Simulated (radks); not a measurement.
Species: Ru III. Configuration: [Kr] 4d5 5s1 (not the ground configuration).

Method: Dirac Kohn-Sham, PBE, spin-unpolarised, spherical densities, finite nucleus; open shells fill j = l - 1/2 first; Fermi nuclear charge, rms radius 4.4809 fm; computed with a radial shooting solver on a logarithmic mesh with Libxc functionals.

Energy parts (hartree):
part                        energy
total                  -4530.33877
kinetic                 4714.41530
electron-nucleus      -10922.23245
Hartree                 1810.31538
exchange-correlation    -132.83700

Orbitals (lengths in bohr, moments of r in powers of bohr; r(90%) holds 90 % of the orbital's charge):
orbital  occ.  eigenvalue (hartree)     <r^2>  r(90%)  small-component weight
1s1/2       2             -806.6539  0.001510  0.0599                2.58e-02
2s1/2       2             -116.7505   0.02495   0.225                5.34e-03
2p1/2       2             -107.9487   0.01876   0.202                5.35e-03
2p3/2       4             -103.1376   0.02011   0.209                5.16e-03
3s1/2       2             -21.31965    0.1855   0.594                1.46e-03
3p1/2       2             -17.90535    0.1822   0.597                1.40e-03
3p3/2       4             -17.08883    0.1919   0.613                1.35e-03
3d3/2       4             -11.04740    0.1749   0.608                1.24e-03
3d5/2       6             -10.88828    0.1779   0.613                1.22e-03
4s1/2       2              -3.70205     1.158    1.47                3.52e-04
4p1/2       2              -2.67687     1.363    1.61                3.03e-04
4p3/2       4              -2.54910     1.436    1.65                2.90e-04
4d3/2       4              -1.01764     2.546    2.29                1.76e-04
4d5/2       1              -1.00292     2.596    2.31                1.73e-04
5s1/2       1              -0.75792     8.011    3.86                6.01e-05
5p1/2       0              -0.54866     11.16    4.58                4.38e-05
5p3/2       0              -0.53446     11.66    4.68                4.22e-05

The highest occupied level is 5s1/2 at -20.624 eV. Summed over all electrons, <r^2> = 35.02 bohr^2, which gives a Langevin (diamagnetic) susceptibility term of -27.7 x 10^-6 cm^3/mol. The electron density at the nucleus is 1.101e+05 e/bohr^3. The density falls to 0.001 e/bohr^3 at r = 3.87 bohr.

Run on one thread of a shared host, so times are rough (Arm Neoverse N1): 0.17 s of CPU time, 0.17 s wall, 14 iterations on 2299 mesh points.
